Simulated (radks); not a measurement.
Results of a calculation; reference values are marked as such.
Orbital eigenvalues (eV) of neutral argon, [Ar], at several levels of relativity; Dirac values are averaged over j with weights 2j + 1. Spin-unpolarised spherical Kohn-Sham, PBE, point nucleus unless stated (finite: rms radius 3.4274 fm), a radial shooting solver on a logarithmic mesh with Libxc functionals. A level marked "c x" has the speed of light scaled by that factor and shares open shells by 2j + 1; other Dirac levels either fill j = l - 1/2 first or share by 2j + 1.

| shell | non-rel. | scalar-rel., finite nucleus | Dirac, low j first | Dirac, 2j+1 shares, finite nucleus | change of magnitude, last against first (%) |
|---|---|---|---|---|---|
| 1s | -3106.6 | -3120.3 | -3120.0 | -3120.0 | +0.43 |
| 2s | -294.73 | -296.99 | -296.95 | -296.95 | +0.75 |
| 2p | -229.77 | -229.89 | -229.84 | -229.84 | +0.03 |
| 3s | -24.061 | -24.287 | -24.285 | -24.285 | +0.93 |
| 3p | -10.286 | -10.270 | -10.269 | -10.269 | -0.16 |
